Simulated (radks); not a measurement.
Problem. Coherent X-ray form factor from a spherical all-electron density. Method: scalar-relativistic Kohn-Sham, PBEsol, spin-polarised, spherical densities, finite nucleus; Fermi nuclear charge, rms radius of each element as measured or else 0.836 A^(1/3) + 0.57 fm; computed with a radial shooting solver on a logarithmic mesh with Libxc functionals.

| sin(theta)/lambda (1/angstrom) | f0 (electrons) |
|---|---|
| 0.05 | 65.327 |
| 0.1 | 63.426 |
| 0.15 | 60.607 |
| 0.2 | 57.252 |
| 0.25 | 53.707 |
| 0.3 | 50.225 |
| 0.4 | 43.946 |
| 0.5 | 38.730 |
| 0.6 | 34.379 |
| 0.8 | 27.510 |
| 1 | 22.575 |
| 1.25 | 18.570 |
| 1.5 | 16.069 |
| 2 | 12.564 |

The species is in the configuration that NIST lists as its ground one. Which atom or ion scatters so?

Solution. The erbium ion Er2+, [Xe] 4f12. Extrapolating in s^2 from the first two rows gives f0(0) = 66.0, near the electron count 66; among species with that count, the fall with angle is slower the higher Z, and the table is that of Z = 68; from so few rows the species is fixed only to a neighbour or two.
